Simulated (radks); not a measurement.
Values are calculated unless marked as measured or tabulated.
The silver ion Ag3+, configuration [Kr] 4d8. Level of theory: Dirac Kohn-Sham, PBE, spin-unpolarised, spherical densities, finite nucleus; open shells fill j = l - 1/2 first; Fermi nuclear charge, rms radius 4.5454 fm (a radial shooting solver on a logarithmic mesh with Libxc functionals).

Normalised radial functions P(r) = r R(r) (large component), r in bohr:

```
   r/bohr * 3d3/2, o 4p1/2, + 4d5/2 (the largest magnitude, 1.73, reaches the edge; | marks zero, & curves that meet)
 0.001071                             &
 0.001217                             &
 0.001395                             &
 0.001585                             &
 0.001816                             &
 0.002064                             &
 0.002365                             &
 0.002688                             &
 0.003079                             &
   0.0035                             &
 0.004009                             &
 0.004557                             &
 0.005221                             &
 0.005934                             &
 0.006744                             &
 0.007726                             &o
 0.008781                             &o
  0.01006                             &o
  0.01143                             &o
   0.0131                             &o
  0.01489                             & o
  0.01706                             & o
  0.01939                             & o
  0.02221                             &  o
  0.02525                             +* o
  0.02892                             +*  o
  0.03287                             +*  o
  0.03736                             +*   o
   0.0428                             |+*  o
  0.04865                             |+ *  o
  0.05574                             |+ *  o
  0.06335                             | +  *o
  0.07258                             | +   &
  0.08249                             |  +  o *
   0.0945                             |  + o    *
   0.1074                             |   &       *
   0.1231                             | o  +         *
   0.1399                            o|     +          *
    0.159                          o  |      +            *
   0.1821                       o     |      +               *
    0.207                     o       |       +                *
   0.2371                    o        |       +                 *
   0.2695                   o         |      +                   *
   0.3088                    o        |     +                    *
   0.3509                      o      |   +                    *
   0.4021                          o  | +                   *
    0.457                            +| o                *
   0.5236                        +    |      o       *
    0.595                     +       |           &
   0.6817                  +          |       *       o
   0.7748                +            |    *            o
   0.8806               +             |  *              o
    1.009              +              | *              o
    1.147              +              |*             o
    1.314                +            *           o
    1.493                 +           *        o
    1.711                   +         *     o
    1.944                     +       *   o
    2.228                       +     * o
    2.532                         +   *o
      2.9                           + &
    3.297                            +&
    3.777                            +&
    4.293                             &
```

3d3/2: eigenvalue -401.32 eV, 0 radial nodes, <r> = 0.344 bohr, 90 % of the charge inside 0.544 bohr. 4p1/2: eigenvalue -100.33 eV, 2 radial nodes at r = 0.136, 0.435 bohr, <r> = 0.967 bohr, 90 % of the charge inside 1.42 bohr. 4d5/2: eigenvalue -43.422 eV, 1 radial node at r = 0.432 bohr, <r> = 1.25 bohr, 90 % of the charge inside 1.95 bohr.
